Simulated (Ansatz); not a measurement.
Program: Ansatz 0.2.0.

Basis-set series for CH6GeO4, SMILES `C[O][Ge]([OH])([OH])[OH]`. Charge 0, multiplicity 1. The geometry is a stationary point of PBE0-D4/def2-TZVP. It is one conformer, not always the lowest.

```
functional       basis  functions  energy (Eh)  HOMO (eV)  LUMO (eV)
   PBE0-D4    def2-SVP        132  -2418.55731      -8.12       0.18
   PBE0-D4  def2-TZVPP        287  -2419.25049      -8.29      -0.25
   ωB97M-V    def2-SVP        132  -2418.94964     -10.54       2.02
   ωB97M-V  def2-TZVPP        287  -2419.65260     -10.73       1.40
```

(1) Give the rows for def2-QZVPP. (Estimate.)

## Answers

(1) The calculation gave: 
| functional | basis | functions | energy (Eh) | HOMO (eV) | LUMO (eV) |
| --- | --- | --- | --- | --- | --- |
| PBE0-D4 | def2-QZVPP | 554 | -2419.31633 | -8.35 | -0.51 |
| ωB97M-V | def2-QZVPP | 554 | -2419.71609 | -10.79 | 0.95 |

Positive LUMOs are unbound and depend on the basis. Scalar relativity is left out up to krypton.
